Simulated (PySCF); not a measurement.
Broadened absorption spectrum of diphenylsilylene

Compound: diphenylsilylene, C12H10Si (singlet state).
SMILES: `C1=CC=C([Si]C2=CC=CC=C2)C=C1`

Method used: TDDFT PBE0/def2-SVPD, vertical, gas phase, core orbitals frozen in the response (PySCF). Geometry: PBE0-D3(BJ)/def2-SVP, one conformer, isolated molecule. Torsions of this conformer, `[cH:1]1[cH:2][cH:3][c:4]([Si:5][c:6]2[cH:7][cH:8][cH:9][cH:10][cH:11]2)[cH:12][cH:13]1`: C3–C4–Si5–C6 -32°, C4–Si5–C6–C7 154°.

Each state is given a Gaussian of 0.4 eV full width at half maximum, with ε(max) = 2.175×10⁸ f / Δν̃ (Δν̃ the width in cm⁻¹). The width is an assumption, not a result. The curve ends short of the highest state used, and states not computed would add to its high-energy end.

```csv
λ (nm),ε (L mol⁻¹ cm⁻¹)
273.1,7045
286.0,15720
298.9,17170
311.7,7366
324.6,1488
337.5,176
350.4,15
363.3,1
376.1,0
389.0,0
401.9,0
414.8,1
427.6,4
440.5,20
453.4,72
466.3,196
479.2,423
492.0,742
504.9,1096
517.8,1391
530.7,1547
543.6,1534
556.4,1380
569.3,1139
582.2,873
595.1,627
608.0,427
620.8,278
633.7,173
646.6,104
659.5,61
672.4,35
685.2,19
698.1,11
711.0,6
723.9,3
```

Task: Where are the band maxima, and which computed states make them?

Result: 536 nm (2.31 eV), ε about 1600, made up of S1 (100%); 294 nm (4.22 eV), ε about 19000, made up of S5 (83%) (ε in L mol⁻¹ cm⁻¹; maxima over ε = 5, shares over 10%). The states used: S1 2.31 eV (f 0.023); S2 4.02 eV (f 0.0050); S3 4.13 eV (f 0.010); S4 4.19 eV (f 0.010); S5 4.21 eV (f 0.230); S6 4.38 eV (f 0.038); S7 4.50 eV (f 0.0025); S8 4.67 eV (f 0.0058); S9 4.68 eV (f 0.052); S10 5.14 eV (f 0.144).

Task: What would ε be at 4.22 eV, the highest of these maxima, with half the width (0.2 eV)?

Result: About 33800 L mol⁻¹ cm⁻¹ against 18700, a factor of about 1.8; a lone state at its own centre would give exactly 2.

Task: On this curve, what absorbance would a 10⁻⁴ mol/L sample give at 280 nm over a 1 cm path?

Result: 280 nm is 4.428 eV, where ε is about 11000 L mol⁻¹ cm⁻¹, so A = ε c l ≈ 1.1 (Beer–Lambert, with the gas-phase spectrum and the assumed width).

Task: Coming from long wavelengths, where does ε first pass 100 L mol⁻¹ cm⁻¹?

Result: At about 648 nm (1.91 eV), 0.40 eV below S1.

On Arm Neoverse V1, one thread, no GPU, shared host, this took 2.4 min of wall time and 1.6 GiB of memory at its peak.
